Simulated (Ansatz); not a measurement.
The cluster Mg₄O₄, relaxed as a quintet with UKS PBE-D4/def2-SVP in Ansatz, starting from the PBE-D4/def2-SVP geometry of the neutral singlet. Force threshold 0.02 eV/Å.

The relaxation made no stability test and no search for a lower SCF solution. At PBE-D4/def2-SVP a singlet of charge 0 lies 3.76 eV below the quintet, each at its own geometry. The structure comes from a short search, and lower isomers may exist.

Start:

```xyz
8

Mg    1.195   -1.834    0.462
Mg   -1.805   -1.269   -0.370
Mg    1.805    1.269    0.370
Mg   -1.195    1.835   -0.462
O    -0.487   -2.478    0.073
O    -2.396    0.451   -0.664
O     0.487    2.478   -0.073
O     2.396   -0.451    0.664
```

```tsv
step	energy (eV)	largest force component (eV/Å)	SCF passes
1	-29931.1981	1.040	180
2	-29931.5651	0.769	55
3	-29931.9609	0.468	63
4	-29932.0326	0.537	62
5	-29932.1900	0.504	47
6	-29932.4302	0.413	50
7	-29932.6812	0.464	38
8	-29932.8941	0.304	32
9	-29933.0278	0.145	29
10	-29933.0515	0.244	27
11	-29933.1024	0.270	25
12	-29933.2968	0.439	30
13	-29933.6581	0.674	30
14	-29934.1277	0.506	30
15 (rejected)	-29933.8349	1.646	34
16	-29934.2038	0.365	26
17	-29934.2285	0.261	26
18	-29934.2343	0.014	25
19	-29934.2344	0.006	19
20	-29934.2345	0.007	19
21	-29934.2354	0.068	28
22	-29934.2381	0.023	24
23 (rejected)	-29934.2075	0.211	31
24 (rejected)	-29934.2376	0.121	24
25	-29934.2390	0.012	24
```

Force components are those of the run's own axes.

End:

| atom | x (Å) | y (Å) | z (Å) |
| --- | --- | --- | --- |
| Mg1 | 0.3540 | -1.2987 | 0.0525 |
| Mg2 | -2.5839 | -1.8083 | -0.6079 |
| Mg3 | 2.5838 | 1.8084 | 0.6085 |
| Mg4 | -0.3540 | 1.2987 | -0.0525 |
| O5 | -0.9180 | -2.7105 | 0.0251 |
| O6 | -1.3585 | -0.2911 | -0.3990 |
| O7 | 0.9182 | 2.7104 | -0.0259 |
| O8 | 1.3585 | 0.2911 | 0.3992 |

Bonds formed: Mg1–O6, Mg4–O8 (atoms count from 1). Metal–metal contacts that move far: Mg1–Mg4 4.48 to 2.69 Å, Mg1–Mg3 3.16 to 3.86 Å, Mg2–Mg4 3.16 to 3.86 Å.

The force fell under the threshold at step 18, but the optimiser went on and released 0.005 eV more. No frequencies were taken in this run, so the end may be a saddle point.

Run time 64 s (4 threads of Arm Neoverse V2 on a shared host).
